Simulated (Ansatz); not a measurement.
Basis-set extrapolation for `F[B]([AlH2])[SiH3]` (PBE0-D4/def2-TZVP geometry, frozen core, Ansatz). Multiplicity 1, RHF reference.

|  | def2-TZVPP | def2-QZVPP |
| --- | --- | --- |
| HF | -657.952377 | -657.974008 |
| MP2 correlation | -0.547078 | -0.592631 |
| CCSD(T) correlation | -0.617182 | not run |

Energies in hartree. Use E(X) = E(∞) + A·exp(−7.88·√X) for Hartree–Fock and E(X) = E(∞) + B·X^(−2.97) for correlation, with X = 3 and 4, and add CCSD(T) minus MP2 of the smaller set to the MP2 limit.

Question: What is the CCSD(T) energy at the basis-set limit?

Answer: HF limit: -657.974008 + (-0.021631) × 0.13774 = -657.97699. MP2 limit: -0.592631 + (-0.045553) × 0.74074 = -0.62637. Higher-order term: -0.617182 − (-0.547078) = -0.07010. Total: -658.67346 hartree, 65.2 kcal/mol below CCSD(T)/def2-TZVPP.
